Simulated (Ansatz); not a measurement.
Species: HI, SMILES `I` (charge 0, multiplicity 1), formula HI.

**Question.** How many basis functions does Ansatz (a quantum-chemistry and plane-wave program) with frozen-core CCSD(T)/def2-TZVPP // PBE0-D3(BJ)/def2-TZVP use, how many core orbitals are frozen, and how many electrons are correlated?

**Answer.** 64 basis functions and 4 frozen orbitals, which leaves 18 correlated electrons (filled d shells below the valence shell are correlated). Core time is of the order of seconds.
